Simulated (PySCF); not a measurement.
**Polarisability and C₆ of Sc⁺ (scandium, charge +1)**

[Ar] 3d1 4s1, high-spin 3D determinant. Calculation: PySCF 2.14, in aug-cc-pwCVTZ-DK with one added diffuse shell each of s, p, d, f, g type (11s10p8d5f4g, 152 functions); the spin-free X2C one-electron Hamiltonian (Gaussian nucleus). Coupled (time-dependent) response in atomic units; α is the mean over directions.

```csv
method,mean α (bohr³),"α xx, yy, zz",C₆ (like pair),S(−4)
PBEsol,58.77,"58.03, 58.03, 60.25",398.5,3001
```

S(−4) is the Cauchy moment in α(ω) = α(0) + S(−4) ω² + …

α(iu) at PBEsol:

| u (hartree) | α(iu) (bohr³) |
| --- | --- |
| 0 | 58.77 |
| 0.0500 | 52.18 |
| 0.100 | 39.45 |
| 0.200 | 21.21 |
| 0.300 | 13.06 |
| 0.500 | 6.989 |
| 0.750 | 4.370 |
| 1.00 | 3.150 |
| 1.50 | 1.936 |
| 2.00 | 1.321 |
| 3.00 | 0.7275 |
| 5.00 | 0.3200 |

For an ion, C₆ is the dispersion term alone; charge-induced terms of lower order in 1/R come first.

The components differ because the open shell of this determinant is not spherical; for a pure term their mean is the scalar polarisability.
